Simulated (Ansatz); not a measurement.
System: SrF2, net charge 0, singlet state. SMILES: [Sr]([F])[F]
Structure (B3LYP-D3(BJ)/def2-TZVP (Ansatz, a quantum-chemistry and plane-wave program) minimum search):
```
Sr
F 1 2.1388
F 1 2.1388 2 129.77
```

Wanted: atomisation energy, in kcal/mol. Terms: STO-3G and 3-21G all-electron and non-relativistic; UHF or UKS for open shells; def2 sets with scalar-relativistic core potentials past Kr; dispersion terms only where a functional's name holds one; LANL2DZ with its own core potentials from Na on; six Cartesian d functions in 6-31G* and its kin unless marked 5d; no spin-orbit coupling; atomisation electronic, to ground-state atoms. Ab initio and DFT rows: single points at B3LYP-D3(BJ) geometries (Ansatz).

```json
[
 {"level": "PBE/STO-3G", "program": "Ansatz", "atomisation energy (kcal/mol)": "106.0"},
 {"level": "PBE/3-21G", "program": "Ansatz", "atomisation energy (kcal/mol)": "156.6"},
 {"level": "PBE/LANL2DZ", "program": "Ansatz", "atomisation energy (kcal/mol)": "195.4"},
 {"level": "PBE/def2-SVP", "program": "Ansatz", "atomisation energy (kcal/mol)": "270.9"},
 {"level": "PBE/6-31G* with LANL2DZ past Ar", "program": "Ansatz", "atomisation energy (kcal/mol)": "185.1"},
 {"level": "PBE/def2-TZVPD", "program": "Ansatz", "atomisation energy (kcal/mol)": "269.7"}
]
```

No value to compare with is used here. The 5 habitual levels span 106.0 (PBE/STO-3G) to 270.9 kcal/mol (PBE/def2-SVP); PBE/def2-TZVPD gives 269.7.

The sets are all those run for this method; left out are runs that failed, that the program found above a lower state of the same kind, or whose <S^2> lies over 0.5 above the pure value.
